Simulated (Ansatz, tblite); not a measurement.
Cost and result up the ladder for In₁₀N₉H₂₆⁻, a nanocrystal cut from wurtzite InN (hydrogen-capped) (45 atoms). Total charge -1; singlet. Geometry: r2SCAN-D4/def2-SVP.

| atom | x (Å) | y (Å) | z (Å) |
| --- | --- | --- | --- |
| In1 | -1.5793 | 0.6785 | -3.4910 |
| N2 | -1.3818 | 2.7974 | -2.6826 |
| In3 | -1.4665 | -2.5318 | -2.3217 |
| N4 | 0.5729 | -3.3964 | -2.0016 |
| N5 | -1.1300 | -0.4609 | -1.6936 |
| In6 | 0.9282 | -0.1685 | -1.0964 |
| In7 | -0.7916 | 3.0859 | -0.5739 |
| N8 | 1.0215 | 1.9318 | -0.3545 |
| In9 | 1.2496 | -3.5177 | 0.1283 |
| N10 | 1.4299 | -1.3903 | 0.6164 |
| In11 | 3.5343 | -1.1779 | 1.1236 |
| In12 | 1.7052 | 2.1791 | 1.6799 |
| N13 | 3.5693 | 0.9995 | 1.7872 |
| In14 | -2.5688 | -0.0637 | -0.1728 |
| N15 | -2.1893 | 1.9510 | 0.5954 |
| N16 | -1.8381 | -1.3286 | 1.5020 |
| In17 | 0.2072 | -1.0720 | 2.3323 |
| In18 | -1.7692 | 1.9971 | 2.7637 |
| N19 | 0.2359 | 1.0701 | 2.7844 |
| H20 | -0.3031 | 0.6136 | -4.6748 |
| H21 | -3.2874 | 0.6145 | -3.8580 |
| H22 | -0.7138 | 3.3004 | -3.2742 |
| H23 | -2.2721 | 3.2778 | -2.8427 |
| H24 | -1.7522 | -2.6089 | -4.0470 |
| H25 | -2.4698 | -3.3610 | -1.1511 |
| H26 | 1.2641 | -2.8880 | -2.5632 |
| H27 | 0.5767 | -4.3453 | -2.3877 |
| H28 | 2.0725 | -0.2892 | -2.4132 |
| H29 | -0.6763 | 4.7990 | -0.2752 |
| H30 | 1.7257 | 2.3809 | -0.9540 |
| H31 | 2.8291 | -4.2711 | 0.0850 |
| H32 | -0.1170 | -4.2156 | 0.9708 |
| H33 | 4.5726 | -1.1553 | -0.2748 |
| H34 | 3.8981 | -1.9950 | 2.6258 |
| H35 | 2.0640 | 3.8038 | 2.1985 |
| H36 | 4.2877 | 1.4845 | 1.2415 |
| H37 | 3.9207 | 1.0281 | 2.7488 |
| H38 | -4.2740 | -0.3038 | -0.4179 |
| H39 | -3.0924 | 2.4373 | 0.5236 |
| H40 | -1.8880 | -2.2985 | 1.1669 |
| H41 | -2.5123 | -1.2732 | 2.2715 |
| H42 | 0.3921 | -1.9985 | 3.7929 |
| H43 | -1.6144 | 3.6661 | 3.2641 |
| H44 | -2.8786 | 0.8856 | 3.5454 |
| H45 | 0.5088 | 1.1293 | 3.7739 |

Ansatz on 2 threads of AMD EPYC 7R13 on a shared host and a share (18 GiB) of an NVIDIA H100 80GB HBM3; xTB runs through tblite on one thread. Times are rough, summed over both states, and most runs start from the orbitals of an earlier one. PBE0-D4/def2-SVP serves as the yardstick here, not as an exact answer. The other state is a doublet.

In the def2 sets In takes a core potential; there is no spin–orbit coupling. The xTB rows come from tblite. Correlated methods freeze 49 core orbitals; core or outer-core shells of In are correlated, in sets that lack core-valence functions. Single mean-field runs in def2-SVP are fitted with def2-universal-jkfit.

Run but left out: PBE-D4/def2-SVP (neutral doublet: an occupied level 0.08 eV above an empty one).

Correlated methods converge slowly with the basis, most of all in double-zeta sets.

Raw xTB energies of ions are shifted by several eV.

```json
{"level": "GFN2-xTB", "functions": "152", "wall time": "0.41 s", "vertical IE (eV)": "9.52", "difference from PBE0-D4/def2-SVP (eV)": "4.43"}
{"level": "GFN1-xTB", "functions": "178", "wall time": "0.41 s", "vertical IE (eV)": "6.60", "difference from PBE0-D4/def2-SVP (eV)": "1.51"}
{"level": "PBE0-D4/def2-SVP", "functions": "516", "wall time": "30 s", "vertical IE (eV)": "5.09", "difference from PBE0-D4/def2-SVP (eV)": "0.00"}
{"level": "PBE-QIDH/def2-SVP (with forces)", "functions": "516", "wall time": "46 s", "vertical IE (eV)": "5.60", "difference from PBE0-D4/def2-SVP (eV)": "0.51"}
```
